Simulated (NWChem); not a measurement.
Molecule: CBF5; SMILES FC(B(F)F)(F)F

```xyz
7

B      0.0089    -0.9717     0.0055
C      0.0086     0.6402     0.0025
F     -0.5136     1.0983    -1.1432
F      1.2343     1.1482     0.1239
F     -0.7344     1.1160     1.0084
F      1.1326    -1.6366     0.0032
F     -1.1295    -1.6129     0.0029
```
Atoms are numbered in this order, from 1.

Program: NWChem. Pople sets run with spherical d functions. Medium grid unless said otherwise, to which SCAN and Minnesota functionals are sensitive. The geometry was optimised at PBE0/def2-SVP. Hybrids' shares of exact exchange are those that their runs print; pure functionals count as 0. The functionals differ in more than this share.

```
row                  share of exact exchange  orbital gap (eV)
-------------------  -----------------------  ----------------
PBE/6-31G*                              0.00              6.50
revPBE/6-31G*                           0.00              6.57
TPSSh/6-31G*                            0.10          withheld
B3LYP/6-31G*                            0.20              8.91
M06/6-31G*                              0.27              9.63
BHandHLYP/6-31G*                        0.50             12.45
M05-2X/6-31G*                           0.56             12.57
Hartree-Fock/6-31G*                     1.00             18.40
```

Question: Fit a straight line of the last column on the one before it, predict the withheld value, and compare with the run.

Answer: 
1. Means of the 7 shown rows: x = 0.361, y = 10.719. Slope Σ(x − x̄)(y − ȳ)/Σ(x − x̄)² = 8.928/0.7621 = 11.72; intercept 6.483.
2. The shown rows scatter about the line by 0.204 (root mean square); the largest residual is -0.48, at M05-2X/6-31G*.
3. At x = 0.10 (TPSSh/6-31G*; inside the shown range) the line gives 7.65.
4. The run gives 8.00, +0.35 from the line, 1.7 times the scatter.
